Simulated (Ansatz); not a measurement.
Ideal-gas functions of C₂H₂Te (`C1=C[Te]1`) at 600 K and 1 bar, from an Ansatz frequency run at PBE0-D4/def2-TZVP.

Molar mass 153.64 g/mol, point group C2v (symmetry number 2), electronic degeneracy 1, moments of inertia 14.59, 98.032, 112.622 u Å². Harmonic wavenumbers (cm⁻¹, unscaled): 474, 474, 615, 778, 822, 884, 1733, 3274, 3325.

Use S(trans) = R[1.5 ln M + 2.5 ln T − 1.1517]; rotational temperatures θ = 24.2544 K / I; S(rot) = R[ln(√π/σ · √(T³/θAθBθC)) + 1.5]; for each mode x = 1.438777 ν̃/T, S = R[x/(eˣ − 1) − ln(1 − e⁻ˣ)] and H = RT x/(eˣ − 1); 1 cm⁻¹ = 0.0119627 kJ/mol; R = 8.31446 J/(mol·K).

Problem. By hand: the entropy, in J/(mol·K).

Solution. Translation 186.2. Rotation: θ = 1.6624, 0.2474, 0.2154 K, giving 101.3. Vibration, mode by mode: 7.68, 7.68, 5.80, 4.24, 3.90, 3.47, 0.68, 0.03, 0.03, in all 33.5. Electronic 0.0. Sum 321.0 J/(mol·K).

Problem. By hand: H − E and G − E in kJ/mol, counted from the electronic energy.

Solution. Zero-point energy ½ × 12379 × 0.0119627 = 74.0; thermal vibration 12.6; translation, rotation and pV give 4 RT = 20.0. H − E = 106.6 kJ/mol, and G − E = 106.6 − 600 × 321.0/1000 = -86.0 kJ/mol.

Vibration gives 10 % of the entropy.
